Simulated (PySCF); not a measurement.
Compound: C₅H₉NSi.
Numbering: `[H]/[N:1]=[CH:2]\[C@H:3]1[CH:4]=[CH:5][CH2:6][SiH2:7]1` (hydrogens: H8 on N1; H9 on C2; H10 on C3; H11 on C4; H12 on C5; H13, H14 on C6; H15, H16 on Si7)

Level of theory: core-valence-separated Tamm–Dancoff BHandHLYP/aug-pcX-1 (pcseg-1 on H, def2-SVPD on Si) in PySCF, non-relativistic, gas phase, PBE0-D3(BJ)/def2-SVP geometry. No empirical shift is added; at this level the pattern usually sits a few eV under experiment.

(1) Give energies, oscillator strengths and core holes at the N K edge.

(2) Give energies, oscillator strengths and core holes at the C K edge.

Results:

(1) 
| E (eV) | f | core hole on | main final orbital |
| --- | --- | --- | --- |
| 396.12 | 0.0577 | N1 | LUMO+2 (51 %) |
| 399.83 | 0.0161 | N1 | spread |
| 400.63 | 0.0002 | N1 | LUMO+1 (47 %) |
| 400.87 | 0.0039 | N1 | LUMO+4 (31 %) |
| 401.35 | 0.0017 | N1 | LUMO+7 (33 %) |
| 401.40 | 0.0023 | N1 | spread |
| 401.51 | 0.0022 | N1 | spread |

The first line with a tenth or more of the strongest one's intensity is at 396.12 eV (f = 0.058), with the hole on N1 (imine nitrogen). It is also the strongest listed.

(2) 
| E (eV) | f | core hole on | main final orbital | polarisation |
| --- | --- | --- | --- | --- |
| 282.79 | 0.0565 | C5 | LUMO+3 (36 %) | normal to the local trigonal plane |
| 282.83 | 0.0676 | C4 | LUMO+3 (34 %) | normal to the local trigonal plane |
| 283.15 | 0.0713 | C2 | LUMO+2 (48 %) | normal to the local trigonal plane |
| 285.32 | 0.0067 | C6 | LUMO (63 %) | – |
| 285.43 | 0.0052 | C6 | LUMO+3 (43 %) | – |
| 285.45 | 0.0124 | C3 | LUMO+1 (72 %) | – |
| 285.56 | 0.0003 | C3 | LUMO+2 (66 %) | – |
| 285.90 | 0.0235 | C6 | spread | – |
| 285.92 | 0.0105 | C3 | spread | – |
| 285.99 | 0.0121 | C4 | LUMO (40 %) | in the local trigonal plane |
| 286.04 | 0.0178 | C5 | LUMO (52 %) | in the local trigonal plane |
| 286.09 | 0.0175 | C6 | LUMO+7 (30 %) | – |
| 286.13 | 0.0222 | C3 | spread | – |
| 286.38 | 0.0161 | C6 | LUMO+2 (38 %) | – |
| 286.66 | 0.0062 | C4 | LUMO+2 (60 %) | in the local trigonal plane |
| 286.75 | 0.0095 | C3 | spread | – |
| 286.92 | 0.0141 | C2 | LUMO+1 (66 %) | in the local trigonal plane |
| 286.93 | 0.0026 | C6 | spread | – |
| 287.01 | 0.0053 | C5 | LUMO (33 %) | in the local trigonal plane |
| 287.04 | 0.0006 | C4 | LUMO+1 (35 %) | – |
| 287.09 | 0.0051 | C4 | spread | in the local trigonal plane |
| 287.18 | 0.0010 | C6 | LUMO+4 (33 %) | – |
| 287.20 | 0.0109 | C5 | spread | in the local trigonal plane |

The first line with a tenth or more of the strongest one's intensity is at 282.79 eV (f = 0.056), with the hole on C5 (alkene CH carbon), polarised normal to the local trigonal plane: a 1s→π* resonance. The strongest listed is at 283.15 eV (f = 0.071; C2, 1s→π*).

Roots within 0.03 eV whose holes lie on the same, on equivalent or on shared atoms are summed into one line, and the highest roots are left out, as the search may have cut off their partners. Final orbitals are the ground state's empty Kohn–Sham orbitals. A dash: too weak, shared between unlike atoms, or no plane or axis to refer to.

What length of transition dipole belongs to the line at 396.12 eV?

From f = (2/3) ΔE |μ|² in atomic units, with ΔE = 14.557 Eh and f = 0.0577: |μ| = 0.077 au = 0.20 D.

Only the lowest roots of each edge were sought.

One conformer stands for the species.
